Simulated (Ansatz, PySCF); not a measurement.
Stretching the N4–H6 bond in CH6GaN (SMILES C[NH][GaH2]) (multiplicity 1 held, fragments rigid). Energies count from the point at 1.009 Å.
Geometry at that point (charge 0, multiplicity 1):
```xyz
9

Ga    -0.386     0.592     0.385
H     -0.356     1.041     1.881
H     -1.213     1.218    -0.783
N      0.670    -0.830    -0.056
C      0.833    -1.450    -1.359
H      1.224    -1.270     0.662
H      0.531    -2.503    -1.357
H      1.869    -1.401    -1.714
H      0.212    -0.934    -2.092
```

R- and RO- levels are restricted; in cc, def2 and unpolarised 6-31G sets they are followed outwards from rest. U- levels take the lowest unrestricted solution at each point, which mixes spins at long bonds. Curves can end on different states.

Rows in LANL2DZ carry no dispersion term and start afresh at each structure. LANL2DZ brings its own core potentials from Na on.

Codes used: Ansatz (Gaussian basis) for Hartree–Fock, density functionals and correlated methods; PySCF for LANL2DZ rows. Values without a source in brackets are computed.

Energies in kJ/mol.

| R (Å) | R-HF/cc-pVTZ | U-HF/cc-pVTZ | R-PBE/cc-pVTZ | U-PBE/cc-pVTZ | R-r2SCAN/cc-pVTZ | U-B3LYP/LANL2DZ |
|---|---|---|---|---|---|---|
| 0.807 | 129 | 129 | 147 | 147 | 140 | 157 |
| 0.908 | 21 | 21 | 31 | 31 | 28 | 33 |
| 1.009 | 0 | 0 | 0 | 0 | 0 | 0 |
| 1.110 | 25 | 25 | 15 | 15 | 18 | 14 |
| 1.211 | 74 | 74 | 52 | 52 | 58 | 53 |
| 1.362 | 166 | 166 | 126 | 126 | 135 | 130 |
| 1.513 | 261 | 260 | 202 | 202 | 216 | 210 |
| 1.766 | 406 | 343 | 315 | 315 | 334 | 332 |
| 2.018 | 525 | 373 | 403 | 402 | 428 | 417 |
| 2.321 | 638 | 385 | 480 | 453 | 511 | 464 |
| 2.724 | 747 | 386 | 547 | 476 | 583 | 485 |
| 3.229 | 841 | 383 | 594 | 483 | 634 | 493 |

Doubts at one or more of the structures used: a restricted determinant that unrestricted orbitals would lower (R-HF/cc-pVTZ, R-PBE/cc-pVTZ, R-r2SCAN/cc-pVTZ); a spin-contaminated determinant (U-HF/cc-pVTZ, U-PBE/cc-pVTZ, U-B3LYP/LANL2DZ).

Ansatz is a first-principles code.
